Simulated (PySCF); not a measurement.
C3H3F3, SMILES F[C@H]1CC1(F)F.

The structure is a stationary point at PBE0-D3(BJ)/def2-SVP. The structure was generated by enumeration; whether it is a known compound was not checked.

Two levels are set side by side: PBE/def2-TZVP (PySCF) and r2SCAN/def2-TZVP (PySCF). Same geometry, gas phase. Differences are taken from unrounded values.

```csv
quantity,r2SCAN
orbital gap (eV),7.46
highest occupied level (eV),-7.09
lowest empty level (eV),0.37
dipole moment (D),2.10
mean polarisability (bohr³),35.6
```

### Question
What does PBE give, and how far is it from r2SCAN? (The exact figures need the calculation; the answer reports its results.)

### Answer

```
quantity                       PBE  PBE minus r2SCAN
---------------------------  -----  ----------------
orbital gap (eV)              6.69             -0.77
highest occupied level (eV)  -6.79              0.30
lowest empty level (eV)      -0.10             -0.47
dipole moment (D)             2.01             -0.09
mean polarisability (bohr³)   36.6               1.0
```

Rough cost on one machine, each run with all the roots and properties that it gave: r2SCAN against PBE about 4 times.
